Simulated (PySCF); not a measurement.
# Spinor energies of Pr(3+) (praseodymium, charge +3)

Start: [Xe] 4f2; 4f5/2 filled at m_j = +3/2, +5/2. Calculated with PySCF 2.14 in x2c-QZVPPall-2c: generalised Hartree-Fock with the X2C-1e Hamiltonian and a Gaussian nucleus; one run each with spin-orbit coupling (SO) switched off, then screened by Boettger's factors.

| spinor shell | electrons | ε, spin-free (eV) | ε, screened SO (eV) | weight of nominal j (screened SO) | rms radius, screened SO (bohr) |
| --- | --- | --- | --- | --- | --- |
| 1s1/2 | 2 | -42223.9 | -42217.9 | 1.000 | 0.0275 |
| 2s1/2 | 2 | -6930.5 | -6928.6 | 1.000 | 0.111 |
| 2p1/2 | 2 | -6197.8 | -6535.5 | 1.000 | 0.0958 |
| 2p3/2 | 4 | -6197.8 | -6049.5 | 1.000 | 0.102 |
| 3s1/2 | 2 | -1567.3 | -1566.6 | 1.000 | 0.290 |
| 3p1/2 | 2 | -1330.0 | -1398.5 | 1.000 | 0.282 |
| 3p3/2 | 4 | -1330.0 | -1299.4 | 1.000 | 0.294 |
| 3d3/2 | 4 | -996.58 | -1009.2 | 0.999 | 0.266 |
| 3d5/2 | 6 | -996.58 | -987.45 | 1.000 | 0.269 |
| 4s1/2 | 2 | -356.66 | -356.43 | 1.000 | 0.660 |
| 4p1/2 | 2 | -276.12 | -291.81 | 0.994 | 0.682 |
| 4p3/2 | 4 | -276.12 | -268.97 | 0.997 | 0.709 |
| 4d3/2 | 4 | -157.49 | -161.72 | 0.897 | 0.775 |
| 4d5/2 | 6 | -157.49 | -154.44 | 0.931 | 0.783 |
| 5s1/2 | 2 | -75.831 | -75.783 | 1.000 | 1.58 |
| 5p1/2 | 2 | -52.825 | -55.442 | 0.968 | 1.74 |
| 5p3/2 | 4 | -52.825 | -51.631 | 0.984 | 1.82 |
| 4f5/2 | 2 | -40.647 | -40.714 | 0.903 | 1.08 |

| quantity | spin-free | screened SO |
| --- | --- | --- |
| E (hartree) | -9229.91051 | -9234.24432 |
| M_J | 4 | 4 |
| ⟨J²⟩ | 22.012 | 20.871 |
| ⟨L²⟩ | 30.010 | 29.719 |
| ⟨S²⟩ | 2.001 | 1.979 |

The determinant has a definite M_J but mixes levels of different J.

Each row is a mean over spinors that exchange with the open shell spreads, by up to 9.006 eV (4d3/2).

Rows whose weight is well below 1 are mixtures of j = l ± 1/2: exchange outweighs spin-orbit coupling there, and the label is only the starting occupation.

Breit and QED terms are absent; they matter most for the inner s and p1/2 levels.

Densities and radii are taken from the X2C orbitals without a picture-change correction, which distorts them close to the nucleus.

Without spin-orbit coupling the j labels of p, d and f shells carry no meaning; the spin-free column gives the mean over the occupied spinors of each nl shell, and its ⟨J²⟩ belongs to a mixture of degenerate components.
